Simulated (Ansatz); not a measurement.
Geometry optimisation, RKS PBE/def2-SVP in Ansatz 0.2.0.

Input:

```yaml
crystal:
  periodic: [false, false, false]
  atoms:
    - { symbol: W, position_ang: [-0.226034, 0.03745, -0.581367] }
    - { symbol: F, position_ang: [1.016681, -0.423668, 2.169392] }
    - { symbol: H, position_ang: [1.568766, 0.177305, 1.708368] }
    - { symbol: O, position_ang: [0.051623, 1.856507, -0.119404] }
    - { symbol: H, position_ang: [-0.739296, 2.416845, -0.343082] }
    - { symbol: H, position_ang: [-1.59761, 0.107636, 0.427166] }
    - { symbol: O, position_ang: [0.169572, -1.724018, -0.095126] }
    - { symbol: H, position_ang: [0.636366, -1.944616, 0.740608] }
    - { symbol: O, position_ang: [-0.298219, 0.100698, -2.47598] }
    - { symbol: H, position_ang: [0.63285, 0.18826, -2.825876] }
basis:
  gaussian: { orbitals: def2-SVP }
hamiltonian:
  xc: pbe
relax:
  f_tol: 0.03
  max_steps: 50
```

Command:

```bash
$ ansatz run input.yaml --threads 2 --pin off --max-ram 3072MiB --backend cpu --events-out ev --progress --plain --runs-dir out
```

Question: Where does it end, and by what steps?

Answer: It converged. The force dipped under the threshold on the way, but the program's further checks kept it going. After 25 steps the energy has fallen by 0.161 eV; H3 moved furthest, 0.62 Å. Joined: W1–F2 (3.05 → 2.46 Å), W1–H3 (2.91 → 2.02 Å).

| step | energy less start (eV) | largest force component (eV/Å) | accepted |
| --- | --- | --- | --- |
| 0 | 0.0000 | 0.386 | yes |
| 1 | -0.0348 | 0.678 | yes |
| 2 | -0.0810 | 0.592 | yes |
| 3 | -0.1141 | 0.359 | yes |
| 4 | -0.1164 | 0.191 | yes |
| 5 | -0.1251 | 0.415 | yes |
| 6 | -0.1319 | 0.172 | yes |
| 7 | -0.1317 | 0.246 | no |
| 8 | -0.1349 | 0.058 | yes |
| 9 | -0.1370 | 0.139 | yes |
| 10 | -0.1370 | 0.353 | yes |
| 11 | -0.1432 | 0.335 | yes |
| 12 | -0.1438 | 0.236 | yes |
| 13 | -0.1504 | 0.203 | yes |
| 14 | -0.1521 | 0.165 | yes |
| 15 | -0.1548 | 0.121 | yes |
| 16 | -0.1494 | 0.499 | no |
| 17 | -0.1569 | 0.041 | yes |
| 18 | -0.1588 | 0.042 | yes |
| 19 | -0.1567 | 0.390 | no |
| 20 | -0.1580 | 0.108 | no |
| 21 | -0.1598 | 0.021 | yes |
| 22 | -0.1604 | 0.107 | yes |
| 23 | -0.1607 | 0.054 | yes |
| 24 | -0.1607 | 0.045 | yes |
| 25 | -0.1609 | 0.011 | yes |

```xyz
10
Properties=species:S:1:pos:R:3
W -0.090 0.041 -0.326
F 0.685 0.003 2.006
H 1.265 0.161 1.168
O 0.097 1.902 -0.016
H -0.565 2.484 -0.450
H -1.496 0.014 0.615
O 0.271 -1.784 -0.087
H 0.682 -2.360 0.581
O -0.255 0.107 -2.220
H 0.622 0.223 -2.665
```

Whether the end is a true minimum wasn't checked by a vibrational analysis.

Time of the run: 68 s on 2 threads of Arm Neoverse V1, on a shared host, peak memory 0.15 GiB.
